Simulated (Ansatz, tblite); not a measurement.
Cost and result up the ladder for `CO[B-](OC)(OC)Oc1ccc(F)cc1` (28 atoms). Total charge -1; singlet. Geometry: PBE-D4/def2-SVP.

Ansatz on 4 threads of Arm Neoverse V1 on a shared host; xTB runs through tblite on one thread. Times are rough, summed over both states, and most runs start from the orbitals of an earlier one. PBE0-D4/def2-SVP serves as the yardstick here, not as an exact answer. The other state is a doublet.

The xTB rows come from tblite. HOMO above LUMO, or a gap near zero within one spin, warns that the state may not be the lowest or that an electron is smeared out.

Raw xTB energies of ions are shifted by several eV.

| level | functions | vertical IE (eV) | difference from PBE0-D4/def2-SVP (eV) | remarks |
| --- | --- | --- | --- | --- |
| PBE0-D4/def2-SVP | 275 | 3.86 | 0.00 | – |
| PBE-D4/def2-SVP (with forces) | 275 | 3.33 | -0.52 | gap within one spin near zero (doublet) |
| GFN2-xTB | 73 | 8.53 | 4.67 | – |
| GFN1-xTB | 86 | 9.43 | 5.57 | – |

(1) Estimate how long each takes.

## Answers

(1) GFN2-xTB 0.046 s; GFN1-xTB 0.057 s; PBE-D4/def2-SVP (with forces) 25 s; PBE0-D4/def2-SVP 55 s. On shared hardware such times vary by a factor of up to 3.
